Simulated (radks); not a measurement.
Sn XVIII, configuration [Ar] 3d10 4s2 4p3. All-electron calculation, scalar-relativistic Kohn-Sham, PBE, spin-polarised, spherical densities, finite nucleus; open shells are filled with parallel spins first (spin-orbit coupling, left out, can overturn this in heavy ions); Fermi nuclear charge, rms radius 4.6519 fm. Program: a radial shooting solver on a logarithmic mesh with Libxc functionals.

Normalised radial functions P(r) = r R(r), r in bohr:

| r | 3d up | 4d up |
|---|---|---|
| 0.003946 | 0.0003 | 0.0001 |
| 0.005056 | 0.0005 | 0.0003 |
| 0.006531 | 0.0011 | 0.0006 |
| 0.00837 | 0.0022 | 0.0012 |
| 0.01073 | 0.0043 | 0.0023 |
| 0.01374 | 0.0085 | 0.0046 |
| 0.01761 | 0.0165 | 0.0089 |
| 0.02257 | 0.0317 | 0.0170 |
| 0.02892 | 0.0597 | 0.0319 |
| 0.03736 | 0.1117 | 0.0596 |
| 0.04788 | 0.1983 | 0.1055 |
| 0.06135 | 0.3383 | 0.1791 |
| 0.07862 | 0.5491 | 0.2881 |
| 0.1007 | 0.8382 | 0.4326 |
| 0.1291 | 1.1872 | 0.5947 |
| 0.1654 | 1.5361 | 0.7263 |
| 0.2137 | 1.7885 | 0.7460 |
| 0.2739 | 1.8150 | 0.5614 |
| 0.3509 | 1.5746 | 0.1348 |
| 0.4497 | 1.1321 | -0.4613 |
| 0.5763 | 0.6479 | -1.0200 |
| 0.7385 | 0.2795 | -1.2784 |
| 0.9464 | 0.0835 | -1.0985 |
| 1.222 | 0.0146 | -0.6329 |
| 1.567 | 0.0014 | -0.2393 |
| 2.007 | 0.0001 | -0.0527 |
| 2.572 | 0.0000 | -0.0059 |

3d up: eigenvalue -900.56 eV, 0 radial nodes, <r> = 0.309 bohr, 90 % of the charge inside 0.486 bohr. 4d up (empty): eigenvalue -383.44 eV, 1 radial node at r = 0.373 bohr, <r> = 0.797 bohr, 90 % of the charge inside 1.16 bohr.
